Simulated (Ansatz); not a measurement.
Stepwise reaction of `[O]=[Mo]([F])([F])=[S]` with water, as a gas-phase model of exchange steps in deposition or etching. ΔE in kJ/mol; ΔG adds harmonic PBE0-D4 terms to CCSD(T)/CBS, at 1 bar.

Isolated molecules relaxed with PBE0-D4/def2-TZVP in Ansatz; ΔE leaves out vibrations. CBS: MP2 limit from def2 TZ/QZ plus the TZ coupled-cluster correction, frozen cores. This one scheme is used for every species. Functionals use def2-TZVPP. B3LYP here is the variant with VWN-RPA as its local correlation; programs differ in this. Elements past krypton have def2 core potentials. For Mo outer-core shells are correlated without core-valence functions, which leaves a few kJ/mol of doubt a bond. Each species was taken in one conformer, which may not be the lowest.

| step | reaction | PBE-D4 | B3LYP-D4 | ωB97M-V | CCSD(T)/CBS | ΔG(600 K) |
| --- | --- | --- | --- | --- | --- | --- |
| 1 | `[O]=[Mo]([F])([F])=[S]` + H₂O → `[O]=[Mo]([OH])([F])=[S]` + H–F | 21.7 | 20.3 | 21.9 | 16.7 | 18.1 |
| 2 | `[O]=[Mo]([OH])([F])=[S]` + H₂O → `[O]=[Mo]([OH])([OH])=[S]` + H–F | 29.2 | 28.0 | 29.4 | 23.8 | 22.7 |

(1) By hand: ΔE of the 2 steps together at CCSD(T)/CBS.

## Answers

(1) (16.7) + (23.8) = 40.5 kJ/mol, or 20.2 kJ/mol a step.

In ΔE each step is higher than the one before. All are uphill at CCSD(T)/CBS. ΔG lies between 18.1 and 22.7 kJ/mol a step. PBE-D4 differs from CCSD(T)/CBS by 5.0 to 5.4 kJ/mol a step. Isolated molecules leave out the surface, adducts and barriers. Largest T1 diagnostic: 0.025.
